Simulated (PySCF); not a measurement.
# Au⁷⁵⁺: ionisation energy

Au⁷⁵⁺ [He] 2s2 → Au⁷⁶⁺ [He] 2s1 [2s1/2^1, M_J = 1/2], as a difference of total energies. Computed with PySCF 2.14 in an uncontracted even-tempered set (16 s from 65 bohr⁻², ratio 2.4; 13 p from 85 bohr⁻², ratio 2.4; 5 d from 270 bohr⁻², ratio 2.6; 4 f from 400 bohr⁻², ratio 2.6), with the two-component X2C-1e Hamiltonian. Correlated levels: nothing frozen; the 28 highest virtual spinors dropped. "Screened" scales the spin-orbit matrix elements by Boettger's factors to mimic the two-electron term; Breit and QED terms are absent.

| method | ionisation energy (eV) |
| --- | --- |
| GMP2 (spin-free) | 22537.9 |
| GHF (screened spin-orbit) | 22533.5 |
| GMP2 (screened spin-orbit) | 22540.1 |

Q: How much does correlation contribute at GMP2 (screened spin-orbit)?

A: 22540.1 − (22533.5) = 6.6 eV, measured against GHF (screened spin-orbit).

For this ion Breit and QED terms and the two-electron picture change, all absent here, outweigh the correlation shift from GHF to GMP2.

For comparison: 22500 ± 100 eV (theoretical estimate listed by NIST; NIST Atomic Spectra Database, ionization energies).
